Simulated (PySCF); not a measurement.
**Telling isomers of C6H8OSi apart by NMR**

PySCF calculation with GIAO PBE0/pcSseg-1 shieldings and GFN2-xTB structure; no relativistic terms, averaged over atoms made equivalent by symmetry, fast rotation or ring inversion, single conformer, isolated molecule.

Chemical shifts δ = σref − σ; ¹H (31.72 ppm), ¹³C (186.93 ppm) against TMS, all at this level. Where no couplings were computed, multiplicities follow the n + 1 count of equivalent neighbours, and m marks all less simple cases (inequivalent or close neighbours, rings, F or P nearby). Shifts are as computed. Against solution values, carbons near 30 ppm lie about +3 ppm off and those near 130 ppm about +5 ppm. Of 1211 compounds with measured shifts, 218 miss one by over three times the rms of a fit or turn the order of signals round; such compounds aren't used in these exercises.

(1) Tabulate the signals of `[SiH3]O[C@@]12C=C[C@H]3[C@@H]1[C@H]32`, `[SiH3]OC=C1C=CC=C1` and their relative energies.

(2) What is the quickest way to tell [SiH3]O[C@@]12C=C[C@H]3[C@@H]1[C@H]32 from [SiH3]OC=C1C=CC=C1?

Results:

(1) 
```json
{"SMILES": "[SiH3]O[C@@]12C=C[C@H]3[C@@H]1[C@H]32", "carbon types": "1×C 5×CH", "δC": "140.9, 138.3, 75.6, 56.8, 28.1", "δH": "6.17 (m, 1H), 6.12 (m, 1H), 4.89 (s, 3H), 4.10 (m, 2H), 1.36 (m, 1H)", "E rel. (kcal/mol)": "41.6"}
{"SMILES": "[SiH3]OC=C1C=CC=C1", "carbon types": "1×C 5×CH", "δC": "158.5, 137.4, 134.7, 133.7, 130.0, 118.6", "δH": "7.21 (s, 1H), 6.78 (m, 1H), 6.60 (m, 1H), 6.59 (d, 1H), 6.41 (d, 1H), 5.28 (s, 3H)", "E rel. (kcal/mol)": "0.0"}
```

Energies are electronic energies at PBE0/pcSseg-1 on these geometries, without zero-point or thermal terms, each for the one conformer computed, which needn't be the lowest.

(2) Count the carbon signals: 5 against 6. The first has a three-membered-ring carbon (CH) at 56.8 ppm, the second a β carbon of an enol-ether or enamine type C=C (C) at 134.7 ppm. Their most deshielded carbons lie at 140.9 and 158.5 ppm. In the proton spectra the most deshielded non-exchanging signals are 6.17 (m, 1H) and 7.21 (s, 1H).
